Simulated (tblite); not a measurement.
C4H12Ge2.
Structure used (GFN2-xTB), in Å, numbered top down from 1:
```xyz
18
C4H12Ge2 angstrom
Ge     2.2617    0.2311   -1.0598
Ge     1.1655   -1.1158    0.5687
C     -0.7499   -0.6481    0.7915
C     -0.9806    0.8585    0.9881
C     -1.3874    0.9620   -0.4855
C     -1.5066   -0.5644   -0.5435
H      2.2409    1.6988   -0.7466
H      3.7118   -0.1002   -1.2427
H      1.6680    0.1261   -2.4341
H      1.2794   -2.5824    0.2148
H      1.8612   -1.0058    1.9077
H     -1.2141   -1.2870    1.5442
H     -0.1131    1.4506    1.2871
H     -1.8023    1.0758    1.6696
H     -2.2923    1.5275   -0.6998
H     -0.5767    1.3380   -1.1129
H     -2.5369   -0.9103   -0.4690
H     -1.0376   -1.0482   -1.4030
```

Level: GFN2-xTB in tblite, geometry and Hessian alike; calculated harmonic values, unscaled, isolated species. Errors from tens to a few hundred cm⁻¹ against measured bands are possible. Modes of hydrogen on germanium can be 10 to 20 % off. One conformer, not necessarily the lowest.

Harmonic wavenumbers (cm⁻¹): 34.0, 73.4, 109.0, 122.3, 184.2, 256.5, 259.8, 320.2, 404.5, 434.4, 526.7, 622.8, 624.9, 709.4, 788.4, 817.8, 848.6, 855.0, 872.3, 877.2, 991.4, 992.8, 1029.9, 1036.9, 1058.3, 1095.7, 1168.8, 1180.5, 1214.7, 1221.6, 1245.4, 1261.9, 1265.2, 1468.6, 1477.3, 1491.7, 1864.7, 1928.1, 1938.6, 2014.7, 2025.7, 2939.3, 2942.5, 2946.1, 2964.2, 2994.1, 2994.4, 3009.0.

A = 2098, B = 1036, C = 792.5 MHz; mass 207.936 u (most abundant isotopes); point group Cs, symmetry number 1.

Q: Zero-point energy?

A: Half the sum of the wavenumbers: 29752 cm⁻¹ = 355.91 kJ/mol.

Q: Entropy at 500 K, 1 bar (ideal gas, RRHO, classical rotation)?

A: Translation 186.17, rotation 130.35, vibration 199.65: S = 516.2 J/(mol K).

Q: And Cp and H(500 K) − H(0)?

A: Cp = 229.65 J/(mol K), of which vibrations give 196.39 (their classical limit is 48 R = 399.1); H(500 K) − H(0) = 67.17 kJ/mol without the zero-point energy, 50.54 from vibrations.

Q: Blend soft modes into free rotors: weight 1/[1 + (100 cm⁻¹/ν̃)⁴] for the oscillator and the rest for a rotor with moment μB/(μ + B), μ = h/(8π²ν), B = 10⁻⁴⁴ kg m². What vibrational entropy results?

A: 183.02 J/(mol K) in place of 199.65, which changes −T·S at 500 K by +8.31 kJ/mol.

Q: What must be added to the electronic energy to get the Gibbs energy at 500 K and 1 bar?

A: ZPE + [H(500 K) − H(0)] − T·S = 355.91 + 67.17 − 258.08 = 165.00 kJ/mol.

Hindered rotation and anharmonicity are outside this model. Other conformers, if any are populated, would add a mixing term that is left out.
